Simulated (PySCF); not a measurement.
PySCF input file for C₄H₈OS, SMILES O=CCCCS, PBE0/pcSseg-1. Geometry: PBE-D3(BJ)/def2-SVP. One conformer was computed; it need not be the lowest.

```python
import numpy as np
from pyscf import gto, scf, dft
from pyscf.prop.nmr import rks as nmr

mol = gto.M(
    atom='''
    O     3.11380041   -0.50755712    0.80518074
    C     2.39067914   -0.26962362   -0.13898683
    C     0.89821414   -0.51502054   -0.18338048
    C     0.11445083    0.70051359   -0.70073432
    C    -1.37585136    0.44001602   -0.92129644
    S    -2.19720079    0.03525146    0.67954065
    H     2.81308394    0.16972817   -1.10000030
    H     0.56084797   -0.84002028    0.82082087
    H     0.73569495   -1.37125494   -0.88024881
    H     0.54854043    1.03494927   -1.66909174
    H     0.23852741    1.55157982    0.00375096
    H    -1.85374469    1.34094627   -1.35562040
    H    -1.51601495   -0.40281769   -1.63040443
    H    -3.44708209   -0.12198968    0.16308601
    ''',
    basis='pcSseg-1',
    charge=0,
    spin=0,
    max_memory=1600,
    verbose=3,
)
mf = dft.RKS(mol, xc='pbe0')
mf.grids.level = 3
mf.conv_tol = 1e-10
mf.max_cycle = 100
mf.kernel()
n = nmr.NMR(mf)
n.verbose = 2
n.max_cycle_cphf = 60
sigma = n.kernel()
print('atom   isotropic/ppm   span/ppm')
for i, s in enumerate(sigma):
    w = np.linalg.eigvalsh((s + s.T) / 2)
    print(f'{mol.atom_symbol(i):2s}{i + 1:3d} {w.mean():14.3f} {w[2] - w[0]:11.3f}')
```

Log of the run:

```
converged SCF energy = -630.18427381352
atom   isotropic/ppm   span/ppm
O   1       -395.421    1369.918
C   2        -23.058     204.865
C   3        136.421      53.743
C   4        157.887      16.951
C   5        150.821      23.990
S   6        594.271     387.396
H   7         21.358       6.253
H   8         28.475       7.690
H   9         29.266       6.961
H  10         28.981      11.208
H  11         29.655       9.032
H  12         28.102      13.212
H  13         28.497      11.560
H  14         29.268      17.681
```

Self-consistency was reached.
